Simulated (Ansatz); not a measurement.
Stepwise reaction of `[OH][GeH]([SiH3])[SiH3]` with water, as a gas-phase model of exchange steps in deposition or etching. ΔE in kJ/mol; ΔG adds harmonic PBE0-D4 terms to CCSD(T)/CBS, at 1 bar.

Calculated with Ansatz (gas phase, PBE0-D4/def2-TZVP geometries, no zero-point term in ΔE). CCSD(T)/CBS adds triple-zeta CCSD(T) − MP2 to the extrapolated MP2 energy (def2 sets, frozen cores). This one scheme is used for every species. Functionals use def2-TZVPP. B3LYP here is the variant with VWN-RPA as its local correlation; programs differ in this. For Ge outer-core shells are correlated without core-valence functions, which leaves a few kJ/mol of doubt a bond. Scalar relativity is left out up to krypton. Each species was taken in one conformer, which may not be the lowest.

| step | reaction | PBE-D4 | B3LYP-D4 | ωB97M-V | CCSD(T)/CBS | ΔG(400 K) |
| --- | --- | --- | --- | --- | --- | --- |
| 1 | `[OH][GeH]([SiH3])[SiH3]` + H₂O → `[OH][GeH]([OH])[SiH3]` + SiH₄ | -10.8 | -22.2 | -25.0 | -18.6 | -19.4 |
| 2 | `[OH][GeH]([OH])[SiH3]` + H₂O → `[OH][GeH]([OH])[OH]` + SiH₄ | -27.3 | -42.7 | -48.5 | -43.0 | -41.8 |

(1) By hand: ΔE of the 2 steps together at CCSD(T)/CBS.

Answers

(1) (-18.6) + (-43.0) = -61.6 kJ/mol, or -30.8 kJ/mol a step.

In ΔE each step is lower than the one before. All are downhill at CCSD(T)/CBS. ΔG lies between -41.8 and -19.4 kJ/mol a step. PBE-D4 differs from CCSD(T)/CBS by 7.8 to 15.7 kJ/mol a step. Isolated molecules leave out the surface, adducts and barriers. Largest T1 diagnostic: 0.013.
